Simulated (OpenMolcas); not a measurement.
# Pd4+: moving or changing the point charges

Pd4+ among 4 point charges of -1 e arranged as a tetrahedron (Td), 2.01 Å from the ion.
```
   1.1605    1.1605    1.1605  -1.00
   1.1605   -1.1605   -1.1605  -1.00
  -1.1605    1.1605   -1.1605  -1.00
  -1.1605   -1.1605    1.1605  -1.00
```

| Quantity | Value |
| --- | --- |
| Program | OpenMolcas 26.06 |
| Method | CASSCF |
| Basis | ANO-RCC-VDZP [6s5p3d1f] |
| Scalar Hamiltonian | DKH2, point nucleus |
| Active space | 6 electrons in 5 orbitals (4d) |
| State averaging | 2S+1 = 5 even, 5 roots; 2S+1 = 3 even, 45 roots; 2S+1 = 1 even, 50 roots |
| Spin-orbit coupling | state interaction with AMFI integrals over the reference wave functions |

Runs around this geometry, states (labels of Td). Energies in cm-1 above the lowest state or level, χT in cm3 K/mol.

| R (Å) | q (e) | Ground state | First state of that spin | First gap with spin-orbit (degeneracies) | χT at 300 K | First state of another spin |
| --- | --- | --- | --- | --- | --- | --- |
| 2.01 | -0.8 | 5E | 5T2 1056 | 81.0 (1, 3) | 5.384 | 3T1 21000 |
| 1.89 | -1 | 5E | 5T2 1714 | 113.3 (1, 3) | 5.122 | 3T1 20783 |
| 2.01 | -1 | 5E | 5T2 1299 | 94.4 (1, 3) | 5.290 | 3T1 20933 |
| 2.16 | -1 | 5E | 5T2 932.8 | 73.5 (1, 3) | 5.429 | 3T1 21031 |

Taking the first state of the same spin as R^-n, n = -ln(932.8 / 1714) / ln(2.16 / 1.89) = 4.6 between the shortest and longest distance.

Scaling the charges by -0.8 / -1 = 0.80 scales the first state of the same spin by 1056 / 1299 = 0.81; with fixed orbitals a first-order splitting would follow the charge.

An orbital doublet at a regular site is open to a Jahn-Teller distortion, which this geometry leaves out. Without dynamic correlation the repulsion within the d shell is too large (B by tens of per cent), so at a given field states of lower spin stand too high. Point charges give a weaker field than real ligands, and real ions of this kind are as a rule low spin; the high spin found here belongs to the model. The ground term spreads over less than 5000 cm-1, several times less than with real ligands, so orbital moments are less quenched and χT lies further from the spin-only value than at real sites. Spin-orbit coupling mixes the spin-free states strongly: the lowest level takes only 69 % from its leading state, 5E (figures for R = 2.01, q = -0.8; the like holds for R = 2.16, q = -1). Point charges carry no covalency, so the field is a model and not that of real ligands. No measured value stands beside these numbers.
